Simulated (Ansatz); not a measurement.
Reaction (isomerisation): `[SiH3]OC[SiH2]S` → `[SiH3]OC([SiH3])S`

Gas-phase electronic energies from Ansatz, PBE0-D4/def2-TZVP geometries. CCSD(T)/CBS adds triple-zeta CCSD(T) − MP2 to the extrapolated MP2 energy (def2 sets, frozen cores). DFT in def2-TZVPP. One conformer a species, not always the lowest.

`[SiH3]OC[SiH2]S`:

Z-matrix (Å, degrees):
```
Si
O 1 1.648
H 1 1.481 2 106.3
H 1 1.489 2 110.5 3 -120.1
H 1 1.489 2 110.4 3 120.1
C 2 1.422 1 121.1 3 -179.0
Si 6 1.887 2 107.6 1 178.6
H 6 1.100 2 110.9 1 -61.0
H 6 1.098 2 111.0 1 58.2
S 7 2.132 6 109.8 2 -58.1
H 7 1.485 6 108.7 2 64.4
H 7 1.485 6 110.4 2 -174.9
H 10 1.345 7 92.5 6 51.9
```

`[SiH3]OC([SiH3])S`:

```xyz
13

Si    1.909    1.085   -0.544
O     0.452    0.314   -0.729
C    -0.514    0.215    0.285
Si   -1.859   -1.005   -0.262
S     0.146   -0.257    1.911
H     2.346    1.391   -1.926
H     2.923    0.230    0.120
H     1.728    2.339    0.235
H    -0.961    1.198    0.489
H    -1.261   -2.365   -0.273
H    -2.345   -0.656   -1.622
H    -2.983   -0.951    0.706
H     0.419   -1.539    1.610
```

```csv
level,ΔE (kJ/mol),difference from CCSD(T)/CBS
PBE-D4,90.5,-5.8
r2SCAN-D4,96.4,0.1
B2PLYP,98.3,2.0
PBE,93.5,-2.8
HF/def2-TZVPP,108.6,12.3
MP2/def2-TZVPP,97.1,0.8
SCS-MP2/def2-TZVPP,96.5,0.2
CCSD/def2-TZVPP,98.8,2.5
MP2/def2-QZVPP,97.6,1.3
HF/CBS(def2),108.9,12.6
CCSD(T)/CBS,96.3,0
```

Largest T1 diagnostic among the species: 0.012.

From PBE to PBE0 (25 % exact exchange), in def2-TZVPP and without D4, ΔE moves by +5.1 kJ/mol. In def2-TZVPP, CCSD(T) changes the Hartree–Fock value by −13.1 kJ/mol (the triples alone add −3.3 kJ/mol) and MP2 by −11.6 kJ/mol.
